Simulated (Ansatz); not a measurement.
Z-matrix (Å, degrees):
```
C
C 1 1.522
H 1 1.093 2 111.7
H 1 1.093 2 111.7 3 -120.2
H 1 1.094 2 111.4 3 119.9
Sn 2 2.150 1 113.2 3 60.1
H 2 1.093 1 111.1 3 -60.6
H 2 1.093 1 111.1 3 -179.3
H 6 1.711 2 109.7 1 -59.5
H 6 1.711 2 109.7 1 59.5
H 6 1.710 2 111.1 1 180.0
```

The species carries charge 0 and has multiplicity 1. Sn takes the def2 core potential.

(1) List the PBE0/def2-TZVPP orbital energies in eV (Ansatz 0.2.0). (Estimate.)

Answers

(1) Computed: Occupied: -278.27, -278.06, -139.55, -94.17, -94.17, -94.14, -27.97, -27.97, -27.94, -27.83, -27.82, -21.22, -17.27, -14.00, -12.54, -11.70, -10.63, -9.94, -8.82, -8.78, -7.82. Lowest empty: 0.34, 0.96, 1.07, 1.16, 1.93, 2.36, 2.42, 3.16.
